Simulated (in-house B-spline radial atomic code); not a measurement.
## Ru6+: [Kr] 4d2

Method: non-relativistic Hartree-Fock, spin-polarised, averaged over the determinants with the given up and down occupations, point nucleus. Calculated with an all-electron radial atomic-structure program (B-spline basis).

Screening seen three ways: the hydrogenic charge with the same mean radius, Z_r = [3n² - l(l+1)]/(2<r>), the one with the same energy, Z_e = n√(-2ε), and Slater's rules. Values are occupation-weighted means over spin.

```tsv
shell	electrons	ε (eV)	<r> (bohr)	Z_r	Z_e	Slater
1s	2	-21740	0.03462	43.32	39.97	43.70
2s	2	-3227.7	0.1506	39.84	30.80	39.85
2p	6	-2985	0.1292	38.70	29.62	39.85
3s	2	-675.43	0.4115	32.80	21.14	32.75
3p	6	-578.45	0.4055	30.82	19.56	32.75
3d	10	-401.23	0.382	27.49	16.29	22.85
4s	2	-174.77	1.013	23.68	14.34	16.25
4p	6	-140.97	1.078	21.34	12.88	16.25
4d	2	-93.842	1.258	16.69	10.51	7.65
```

The least bound orbital is 4d up at -93.84 eV, and it is also the most diffuse (<r> = 1.258 bohr).
